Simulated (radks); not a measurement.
Isoelectronic series with 21 electrons, all held in the configuration [Ar] 3d3, which need not be the ground one along the series. Method: Dirac Kohn-Sham, PBE, spin-unpolarised, spherical densities, finite nucleus; open shells fill j = l - 1/2 first; Fermi nuclear charge, rms radius of each element as measured or else 0.836 A^(1/3) + 0.57 fm; computed with a radial shooting solver on a logarithmic mesh with Libxc functionals. Total energies (hartree) and mean radii <r> (bohr) (* marks an orbital that is empty in some or all of the ions):

ion    E (hartree)  3d5/2*   3d3/2   3p3/2   3p1/2   3s1/2
Zr19+  -3402.64635  0.3835  0.3811  0.4202  0.4125  0.4238
Nb20+  -3597.55331  0.3695  0.3671  0.4062  0.3983  0.4100
Mo21+  -3798.23773  0.3565  0.3541  0.3930  0.3851  0.3971
Tc22+  -4004.73431  0.3444  0.3420  0.3807  0.3727  0.3849
Ru23+  -4217.07227  0.3331  0.3307  0.3692  0.3611  0.3734
Rh24+  -4435.28960  0.3226  0.3201  0.3583  0.3501  0.3626
Pd25+  -4659.41945  0.3127  0.3102  0.3480  0.3397  0.3523
Ag26+  -4889.50062  0.3034  0.3008  0.3383  0.3299  0.3426
Cd27+  -5125.56810  0.2947  0.2921  0.3291  0.3206  0.3333
In28+  -5367.66683  0.2864  0.2838  0.3204  0.3117  0.3245
